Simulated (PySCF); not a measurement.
Static response to an electric field

Species: Si(eta1-allyl)2Me2, C₈H₁₆Si.
Geometry (PBE0-D3(BJ)/def2-SVP, Å), atoms numbered from 1 in this order:
```
atom  x, y, z in Å
Si1   -0.204   -0.138   -0.583
C2    -0.129   -0.309    1.307
C3    -1.473   -0.167    1.934
C4    -2.255   -1.166    2.355
H5     0.568    0.461    1.677
H6     0.314   -1.293    1.537
H7    -1.859    0.858    2.015
H8    -1.929   -2.210    2.302
H9    -3.247   -0.976    2.774
C10    1.583   -0.111   -1.239
C11    2.322    1.110   -0.812
C12    3.218    1.181    0.178
H13    1.535   -0.178   -2.340
H14    2.084   -1.025   -0.878
H15    2.065    2.037   -1.342
H16    3.516    0.292    0.745
H17    3.690    2.127    0.453
C18   -1.078    1.463   -1.043
H19   -1.086    1.612   -2.134
H20   -0.580    2.333   -0.586
H21   -2.123    1.450   -0.698
C22   -1.115   -1.614   -1.303
H23   -2.118   -1.698   -0.856
H24   -0.576   -2.553   -1.098
H25   -1.231   -1.522   -2.394
```

Level: PBE0/def2-SVPD (PySCF), static field, nuclei fixed, core orbitals frozen in the response. The polarisability tensor in these axes (au):

```
x   138.44  15.84  -3.60
y    15.84 118.80  -4.09
z    -3.60  -4.09 120.68
```

Problem. Give the principal values, the mean and the anisotropy Δα = √{½[(α1 − α2)² + (α2 − α3)² + (α1 − α3)²]}.

Solution. Principal values 109.66, 120.04 and 148.22 au; mean 125.97 au = 18.67 Å³ = 20.77 × 10⁻⁴⁰ C²·m²/J; Δα = 34.56 au (27 % of the mean).

Problem. What is the dipole moment, and where does it point?

Solution. (-0.10, 0.00, -0.71) D, 0.72 D in size, pointing from the negative to the positive side. Measured along this direction, the outermost atoms are H9 at the negative end and H25 at the positive end.

Problem. Find the Langevin capture rate constant for O2+ (31.990 u) meeting this molecule (140.102 u), k = 2.342 × 10⁻⁹ cm³/s × √(α in Å³ / reduced mass in u).

Solution. The reduced mass is 26.04 u, so k = 1.98 × 10⁻⁹ cm³/s. The formula leaves out the permanent dipole, which adds to the capture rate.

Problem. Give the eigenvalues of the traceless quadrupole moment Θ = ½Σq(3rr − r²1), origin at the centre of nuclear charge.

Solution. -4.49, -0.06, 4.55 D·Å. The values depend on the origin, since the dipole doesn't vanish. The electronic extent ⟨r²⟩ about the same centre is 1842 bohr², a root-mean-square distance of 2.57 Å for the 78 electrons.

Problem. Orientational against electronic polarisability at 298 K (dilute gas, rigid molecules)?

Solution. In Gaussian units μ²/3kT = 4.19 Å³ against 18.67 Å³, a ratio of 0.22; the Debye molar polarisation (4π/3)N_A(α + μ²/3kT) is 57.7 cm³/mol, leaving out the vibrational part.

Problem. Estimate the molar refractivity from the static electronic polarisability.

Solution. Lorentz–Lorenz: R = (4π/3)N_A α = 2.5225 cm³/(mol·Å³) × 18.67 Å³ = 47.1 cm³/mol, in the limit of long wavelengths.

Isolated species at its PBE0-D3(BJ)/def2-SVP geometry (one conformer only).
